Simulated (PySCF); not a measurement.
Species: C₈H₁₁P.
Atom-mapped SMILES: `[CH3:1][CH2:2][c:3]1[cH:4][cH:5][c:6]([CH3:7])[cH:8][p:9]1` (hydrogens: H10, H11, H12 on C1; H13, H14 on C2; H15 on C4; H16 on C5; H17, H18, H19 on C7; H20 on C8)

The same species was optimised twice, with GFN2-xTB and with PBE0-D3(BJ)/def2-SVP (PySCF), and the same property calculations (PySCF, gas phase) were run on both structures.

```
     coordinate  GFN2-xTB  PBE0-D3(BJ)/def2-SVP  change
      C6–C8 (Å)     1.381                 1.395  +0.014
      C3–C4 (Å)     1.383                 1.396  +0.013
      C5–C6 (Å)     1.392                 1.402  +0.010
      C4–C5 (Å)     1.383                 1.392  +0.009
      C2–C3 (Å)     1.506                 1.510  +0.004
      C8–P9 (Å)     1.732                 1.735  +0.003
      C6–C7 (Å)     1.502                 1.505  +0.003
      C1–C2 (Å)     1.529                 1.526  -0.003
      C3–P9 (Å)     1.743                 1.745  +0.002
   C1–C2–C3 (°)     110.5                 112.5    +2.0
   C5–C6–C8 (°)     121.3                 120.3    -1.0
   C4–C3–P9 (°)     123.2                 122.4    -0.8
   C3–P9–C8 (°)     100.7                 101.5    +0.8
   C2–C3–P9 (°)     117.4                 118.0    +0.6
   C4–C5–C6 (°)     123.5                 124.0    +0.5
   C7–C6–C8 (°)     120.0                 120.5    +0.5
   C5–C6–C7 (°)     118.7                 119.2    +0.5
C1–C2–C3–C4 (°)       -84                   -82      +2
```

Rotational constants: A = 2958, B = 909.6, C = 745.6 MHz (GFN2-xTB) against A = 2943, B = 891.1, C = 731.6 MHz (PBE0-D3(BJ)/def2-SVP). Point groups within 0.08 Å: C1 and C1.

On the GFN2-xTB structure: HOMO (eV) -6.77 [PBE0/pcSseg-1]; LUMO (eV) -1.34 [PBE0/pcSseg-1]; dipole (D) 1.81 [PBE0/pcSseg-1]; GIAO shielding of C1 (ppm) 161.2 [PBE0/pcSseg-1]; GIAO shielding of C2 (ppm) 148.9 [PBE0/pcSseg-1]; GIAO shielding of C3 (ppm) 0.4 [PBE0/pcSseg-1]; GIAO shielding of C4 (ppm) 48.0 [PBE0/pcSseg-1]; GIAO shielding of C5 (ppm) 51.0 [PBE0/pcSseg-1]; GIAO shielding of C6 (ppm) 41.7 [PBE0/pcSseg-1]; GIAO shielding of C7 (ppm) 159.0 [PBE0/pcSseg-1]; GIAO shielding of C8 (ppm) 22.2 [PBE0/pcSseg-1].

**Question.** What do these properties become on the PBE0-D3(BJ)/def2-SVP structure?

**Answer.** 
```
                                    property          level  on GFN2-xTB  on PBE0-D3(BJ)/def2-SVP  change
                                   HOMO (eV)  PBE0/pcSseg-1        -6.77                    -6.79   -0.02
                                   LUMO (eV)  PBE0/pcSseg-1        -1.34                    -1.35   -0.01
                                  dipole (D)  PBE0/pcSseg-1         1.81                     1.82   +0.01
energy, GFN2-xTB geometry as zero (kcal/mol)  PBE0/pcSseg-1          0.0                     -0.5    -0.5
                  GIAO shielding of C1 (ppm)  PBE0/pcSseg-1        161.2                    160.5    -0.7
                  GIAO shielding of C2 (ppm)  PBE0/pcSseg-1        148.9                    148.4    -0.5
                  GIAO shielding of C3 (ppm)  PBE0/pcSseg-1          0.4                     -0.1    -0.5
                  GIAO shielding of C4 (ppm)  PBE0/pcSseg-1         48.0                     44.8    -3.2
                  GIAO shielding of C5 (ppm)  PBE0/pcSseg-1         51.0                     48.2    -2.8
                  GIAO shielding of C6 (ppm)  PBE0/pcSseg-1         41.7                     38.7    -3.0
                  GIAO shielding of C7 (ppm)  PBE0/pcSseg-1        159.0                    157.7    -1.3
                  GIAO shielding of C8 (ppm)  PBE0/pcSseg-1         22.2                     20.3    -1.9
```

The heavy atoms differ by 0.026 Å rms after alignment. Among bonds between heavy atoms C3–C4 and C6–C8 change most and about equally (+0.013 to +0.014 Å). Changes are differences of the printed values. Neither structure is proved a minimum here.

Shape of the structure used: `[CH3:1][CH2:2][c:3]1[cH:4][cH:5][c:6]([CH3:7])[cH:8][p:9]1`: C1–C2–C3–C4 -82°.
